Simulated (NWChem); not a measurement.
Species: Ga cation, singlet

Computed with NWChem. Pople sets run with spherical d functions. Low-valent species are run as closed-shell singlets; no triplet was tried in these runs. B3LYP is NWChem's, with the RPA form of VWN correlation.

For level B3LYP/3-21G:

```
Quantity                      Value
---------------------------  ------
highest occupied level (eV)  -16.11
orbital gap (eV)               7.98
```

### Question
How do the values read with level B3LYP/6-311G** instead?

### Answer
* **highest occupied level (eV)**: -16.95
* **orbital gap (eV)**: 8.38
